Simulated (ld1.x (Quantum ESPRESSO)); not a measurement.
Results of a calculation; reference values are marked as such.
Potentials for Br compared

Generated with ld1.x 7.5 (TM, RRKJ, ultrasoft, PAW), atompaw 4.2 or ONCVPSP 4.0.1. The cutoff is in Ry: for ld1.x and atompaw files where the sum of valence levels is converged to 10 mRy in a Bessel basis, for ONCV files where the hardest occupied wave has 1 mHa per electron of residual kinetic energy. The error is the largest all-electron minus pseudo excitation energy over each file’s own four to seven test configurations (ionisations up to +4, promotions, holes and added fractions of an electron), all of which were solved. The labels leave out finer settings (local radius, basis sizes, second energies), which also bear on the numbers. Spin-polarised tests are not counted. The rows are a selection from randomly drawn settings: files with unsolved tests, undetermined cutoffs or missed reference levels are left out.

A true bound ghost makes a file unfit for plane-wave use even where its test errors are small: the radial tests pick states by their node count and pass the ghost by.

| potential | cutoff (Ry) | largest error (meV) | bound ghosts |
| --- | --- | --- | --- |
| RRKJ, PBE, scalar-relativistic, rc 1.30/1.65 (sp), local s, core correction no, reference 4s2 4p2 | 50 | -36 | none |
| ultrasoft, PBE, scalar-relativistic, rc 1.55/1.55 (sp), local smoothed, core correction no, reference 4s2 4p5 | 12 | -118 | none |
| TM semilocal, PBE, scalar-relativistic, rc 1.35/1.54/1.10 (spd), local p, core correction no, reference 4s1.5 4p5.5 | 45 | -69 | d |

**Question.** Fill in the row for Br: TM, PBE, scalar-relativistic, rc 1.40/1.40 (sp), local p, core correction no, reference 4s2 4p5.

**Answer.** cutoff 50 Ry, largest error -42 meV, bound ghosts: none.

**Question.** Fill in the row for Br: PAW, PBE, scalar-relativistic, rc 1.55/1.70 (sp), local smoothed, core correction yes, reference 4s2 4p5.

**Answer.** cutoff 15 Ry, largest error -184 meV, bound ghosts: none.

**Question.** Fill in the row for Br: TM, PBEsol, scalar-relativistic, rc 1.20/1.55/1.25 (spd), local smoothed, core correction yes, reference 4s2 4p4.75.

**Answer.** cutoff 50 Ry, largest error -24 meV, bound ghosts: d, s.
